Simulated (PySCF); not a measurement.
Structure problem from calculated spectra and properties.

Elements present: C, H, N and Si. Monoisotopic mass: 115.0817 u.

| Quantity | Value |
| --- | --- |
| Polarisability | 96.3 au [PBE0/def2-SVPD] |
| 13C NMR | chemical shifts (computed TMS as zero) by class: 143.6 (1 C), 88.9 (1 C), 55.8 (1 C), 25.2 (2 C) ppm [GIAO PBE0/pcSseg-1] |
| Rotational structure | rotational constants A, B, C: 2.630, 1.614, 1.294 GHz [GFN2-xTB] |
| Dipole | 1.60 D [PBE0/def2-SVPD] |
| Triplet | lowest triplet excitation (Tamm–Dancoff): 4.01 eV [TDA PBE0/def2-SVPD] |
| UV, first state | lowest singlet excitation: 5.22 eV (237 nm, f = 0.000) [TDDFT PBE0/def2-SVPD] |
| 1H NMR | chemical shifts (computed TMS as zero) by class: 6.52 (1 H), 4.70 (3 H), 4.20 (1 H), 3.98 (1 H), 3.25 (1 H), 1.18 (6 H) ppm [GIAO PBE0/pcSseg-1] |

The electronic properties come from PySCF, for the isolated species, density fitting. Levels stand in brackets. The structure is a single GFN2-xTB conformer in the gas phase; no vibrational or solvent corrections. Each NMR value is the plain mean over a class of atoms that symmetry, rotation or inversion makes alike.

Task: Which formula fits the mass and the elements?

Result: C5H13NSi (calculated 115.0817). No other formula that holds each of these elements comes within 0.0003 u with a fitting electron parity and a possible valence count.

Task: What is the compound? Reason from the data.

Result: Numbering: `[CH2:1]=[CH:2][N:3]([SiH3:4])[CH:5]([CH3:6])[CH3:7]`. Its formula, C5H13NSi, gives 1 degree of unsaturation: 0 rings and 1 π bond in the structure found. 5 carbons fall into 4 classes; from least to most shielded: vinylic carbon bearing nitrogen [C2] (143.6 ppm), terminal =CH2 carbon [C1] (88.9 ppm), sp3 carbon bound to nitrogen [C5] (55.8 ppm), methyl carbon [C6/C7] (25.2 ppm, 2 C). Hydrogen classes from least to most shielded: 1 H on a vinylic carbon bearing nitrogen, C2 (6.52 ppm), 3 H on an SiH3 silicon, Si4 (4.70 ppm), 1 H on a terminal =CH2 carbon, C1 (4.20 ppm), 1 H on a terminal =CH2 carbon, C1 (3.98 ppm), 1 H on an sp3 carbon bound to nitrogen, C5 (3.25 ppm), 6 H on 2 methyl carbons, C6/C7 (1.18 ppm). By its constants the optimised geometry is an asymmetric top. Structure: `C=CN([SiH3])C(C)C`. Computed isomers that give other values at the same levels: `C/C=C(/[SiH3])N(C)C` (13C chemical shifts (computed TMS as zero) by class: 154.5 (1 C), 143.6 (1 C), 45.7 (2 C), 16.6 (1 C) ppm); `C=C[Si@H](CC)NC` (13C chemical shifts (computed TMS as zero) by class: 146.9 (1 C), 145.3 (1 C), 32.2 (1 C), 9.1 (1 C), 8.7 (1 C) ppm); `C[C@@H]1CCN([SiH3])C1` (13C chemical shifts (computed TMS as zero) by class: 59.9 (1 C), 50.1 (1 C), 37.8 (1 C), 35.4 (1 C), 23.6 (1 C) ppm). The assignments are read from this structure; whether some other isomer fits the data as well wasn't checked.

Shape of the structure used: `[CH2:1]=[CH:2][N:3]([SiH3:4])[CH:5]([CH3:6])[CH3:7]`: C1–C2–N3–Si4 -1°, C2–N3–C5–C6 63°.
